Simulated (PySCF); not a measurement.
Simulated outer-valence photoelectron spectrum of `C#CC#CB(F)F`. Method used: EOM-IP-CCSD/aug-cc-pVDZ in PySCF, restricted Hartree–Fock reference, frozen core, non-relativistic, gas phase, PBE0-D3(BJ)/def2-SVP geometry.

Each root has a Gaussian of 0.5 eV full width with its one-hole share as area; cross sections and vibrations are left out, and the highest printed point is 100.

```
ionisation energy (eV)  intensity
                   9.8          0
                  10.0          4
                  10.2         27
                  10.4         78
                  10.6        100
                  10.8         57
                  11.0         15
                  11.2          2
                  11.4          0
                  11.6          0
                  11.8          0
                  12.0          0
                  12.2          0
                  12.4          0
                  12.6          4
                  12.8         26
                  13.0         79
                  13.2        100
                  13.4         52
                  13.6         11
                  13.8          1
                  14.0          0
                  14.2          0
                  14.4          2
                  14.6         13
                  14.8         40
                  15.0         52
                  15.2         39
                  15.4         47
                  15.6         67
                  15.8         70
                  16.0         56
                  16.2         24
                  16.4          5
                  16.6          0
                  16.8          0
                  17.0          1
                  17.2          8
                  17.4         32
                  17.6         51
                  17.8         34
                  18.0          9
                  18.2          1
```

Where are the maxima, and how many lines lie under the curve?

5 maxima, at 10.6, 13.2, 15.0, 15.7 and 17.6 eV, from 8 lines. At this width some lines have no maximum of their own.

List the lines with their holes.

| E (eV) | leading hole (HF orbital) | area | Koopmans (eV) |
| --- | --- | --- | --- |
| 10.50 | HOMO | 0.96 | 10.44 |
| 10.63 | HOMO-1 | 0.96 | 10.57 |
| 13.13 | HOMO-3 | 0.93 | 13.84 |
| 13.17 | HOMO-2 | 0.93 | 13.79 |
| 14.95 | HOMO-4 | 0.94 | 17.30 |
| 15.56 | HOMO-5 | 0.94 | 18.10 |
| 15.93 | HOMO-6 | 0.94 | 18.27 |
| 17.61 | HOMO-7 | 0.93 | 19.80 |

The widest gap, 2.50 eV, lies between 10.63 and 13.13 eV. Only orbitals with −ε under 21 eV, eight at most, were ionised, so the high end of the curve may lack lines.
